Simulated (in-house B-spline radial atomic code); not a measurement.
Values are calculated unless marked as measured or tabulated.
**Correlation energy from the adiabatic connection: −Z exp(−kr)/r, Z = 2.6, k = 0.398**

Two electrons in a singlet, external potential −Z exp(−kr)/r, Z = 2.6, k = 0.398 (atomic units). Full CI in B-splines (partial waves to l = 8, correlation up to 0.6 % small) with the density held fixed gives W(λ) = <V_ee>_λ − U, and E_c is the integral of W(λ) − W(0) from 0 to 1.

```
   λ  W(λ) − W(0) (hartree)
   0                0.00000
0.02               -0.00192
0.05               -0.00477
0.12               -0.01130
0.25               -0.02305
 0.4               -0.03599
 0.6               -0.05231
 0.8               -0.06764
   1               -0.08207
```

(1) Integrate the table by the trapezoid rule.

(2) Now use only three numbers: W(0) = -1.3601, the initial slope W'(0) = -0.09611 (extrapolated from the first points) and the strong-coupling limit of the point-charge-plus-continuum model, W∞ = -1.9406. What do second-order theory and the interpolation W(λ) = W∞ + (W(0) − W∞)/√(1 + 2χλ) of Seidl, Perdew and Levy give?

Results:

(1) The strips give -0.00002, -0.00010, -0.00056, -0.00223, -0.00443, -0.00883, -0.01200, -0.01497, which sum to -0.04314 hartree. The direct value, W(1) − W(0) + T_c with T_c = 0.03887, is -0.04320; the curve is convex, so chords lie above it and the trapezoids fall short in size by 0.14 %.

(2) Second order keeps the slope alone: E_c = W'(0)/2 = -0.04806, +11 % in size against -0.04320. Matching the slope fixes χ = W'(0)/(W∞ − W(0)) = -0.09611/(-0.58050) = 0.16556. Integrating, with s = √(1 + 2χ) = 1.153745, E_c = −(W(0) − W∞)(s − 1)/(s + 1) = −0.58050 × 0.153745/2.153745 = -0.04144 hartree, -4.1 % in size against the full result. At λ = 1 the formula gives W − W(0) = -0.07736 against -0.08207. Part of the miss can come from the model's W∞.
